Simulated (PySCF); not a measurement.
CAuO, neutral, multiplicity 2. Atoms are numbered in the order given.

```xyz
3

Au     0.0095     0.3815     0.0000
O      0.1789    -2.5896     0.0000
C     -0.3632    -1.5701     0.0000
```
Charge 0, spin multiplicity 2.

Coordinates come from a PBE-D3(BJ)/def2-TZVP optimisation. The spin state was assumed, not searched. The isomer is the one that the SMILES or the coordinates give; other isomers of the formula were not compared. The def2 effective core potentials stand for the cores of Au; spin–orbit coupling is left out.

Level of theory: PBE-D3(BJ)/def2-TZVP run with PySCF.

Frequencies are harmonic and unscaled.

Computed vibrational spectrum:
```tsv
mode	ν (cm⁻¹)	IR (km/mol)	moving atoms (share of kinetic energy)
1	253	19.3	O 60 %, C 34 %
2	433	3.9	C 78 %, O 16 %
3	1980	651.2	C 57 %, O 43 %
```
